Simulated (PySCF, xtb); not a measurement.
C3H9OSi, SMILES CO[Si](C)C, multiplicity 2. Other conformers were not sampled.

Harmonic wavenumbers (cm⁻¹) from GFN2-xTB in xtb 6.7.1 at its own minimum, in rising order: 44, 89, 105, 114, 135, 180, 224, 303, 636, 733, 750, 783, 816, 844, 855, 1058, 1116, 1128, 1359, 1368, 1403, 1480, 1484, 1486, 1487, 1490, 1495, 2946, 2957, 2973, 2978, 2994, 3040, 3041, 3055, 3059.

Question: What does PBE-D3(BJ)/def2-SVP (PySCF 2.14.0) give at its own minimum? (An estimate is asked for; the answer gives what the named calculation found.)

Answer: 69, 93, 117, 142, 152, 188, 258, 292, 595, 650, 684, 701, 750, 795, 827, 1116, 1133, 1166, 1193, 1202, 1367, 1372, 1376, 1386, 1419, 1422, 1424, 2909, 2958, 2965, 2976, 3030, 3057, 3064, 3078, 3088. Paired by order, the mean absolute difference is 48 cm⁻¹ and the zero-point energies are 71.5 and 70.1 kcal/mol.
